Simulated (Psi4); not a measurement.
A dimer, H4Si ··· BCl3 (SMILES [SiH4] and ClB(Cl)Cl); the first 5 atoms form monomer A.

```
9

Si     0.0000     0.0000     0.0000
H     -0.1023     0.9555    -1.1261
H      1.2570    -0.7724    -0.1209
H     -1.1538    -0.9269    -0.0329
H     -0.0009     0.7438     1.2799
Cl    -2.7235    -0.6407    -3.0464
B     -1.7355    -2.0277    -2.6649
Cl    -0.0407    -2.0325    -3.0819
Cl    -2.4411    -3.4080    -1.8632
```

Question: What interaction energy does Psi4 with SAPT0/jun-cc-pVDZ, frozen core give, and which attractive term is the largest?

Answer: Total -0.42 kcal/mol: electrostatics -1.42, exchange 3.99, induction -0.55, dispersion -2.45. The most attractive term is dispersion.
